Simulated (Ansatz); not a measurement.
Ansatz (a quantum-chemistry and plane-wave program) input:
A basis named .json is the Basis Set Exchange file of that set.

Ansatz 0.2 input:
```yaml
crystal:
  periodic: [false, false, false]
  atoms:
    - {symbol: Mo, position_ang: [0.00000000, -0.00000000, 0.00000000]}
    - {symbol: S, position_ang: [1.32957908, -0.54288686, -1.67786719]}
    - {symbol: S, position_ang: [1.18005759, 0.12896991, 1.86241130]}
    - {symbol: S, position_ang: [-0.94320525, 1.95433322, -0.41071952]}
    - {symbol: S, position_ang: [-1.56643142, -1.54041627, 0.22617541]}
basis:
  gaussian:
    orbitals: def2-TZVPP
    fitting: {mean_field: def2-universal-jkfit, correlation: def2-TZVPP-RIFIT.json}
total_charge: -2
magnetization: {spin_polarized: false}
correlation: {method: mp2, electrons: outside_noble_gas}
```

Q: What final total energy does it print?

A: -1658.86462 Eh (RI-MP2/def2-TZVPP). The basis has 224 functions. The run takes around 50 core-seconds (rough).
